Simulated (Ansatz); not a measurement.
Compare A (`C=C1N[SiH2]1`) with its isomer B (`C[SiH]1C=N1`).

Computed with Ansatz on PBE0-D4/def2-TZVP structures; ΔE is electronic, products minus reactants. CCSD(T)/CBS adds triple-zeta CCSD(T) − MP2 to the extrapolated MP2 energy (def2 sets, frozen cores). DFT in def2-TZVPP. B3LYP here is the variant with VWN-RPA as its local correlation; programs differ in this.

Which isomer does CCSD(T)/CBS put lower? Give the gap. (An estimate is asked.)

The calculation gave: B, by 12.0 kcal/mol.

Give E(B) − E(A) in kcal/mol with PBE-D4, MP2/def2-TZVPP, ωB97M-V, B3LYP, CCSD(T)/def2-TZVPP, PBE0-D4, LDA (SPW92). (An estimate is asked.)

The calculation gave: PBE-D4 -9.2, MP2/def2-TZVPP -12.2, ωB97M-V -11.9, B3LYP -9.6, CCSD(T)/def2-TZVPP -12.8, PBE0-D4 -9.7, LDA (SPW92) -5.0. None reverses the order clearly.

Does the order hold for the free energy at 298.15 K (harmonic terms from PBE0-D4)? (An estimate is asked.)

Ansatz gave: Yes: G(B) − G(A) = -11.8 kcal/mol.

Largest T1 diagnostic: 0.014.

Leaving LDA and LC-ωPBE aside and taking each functional with its dispersion term where it has one, the values spread over 2.7 kcal/mol, from ωB97M-V to PBE-D4. LDA lies +4.3 kcal/mol from PBE without D4.
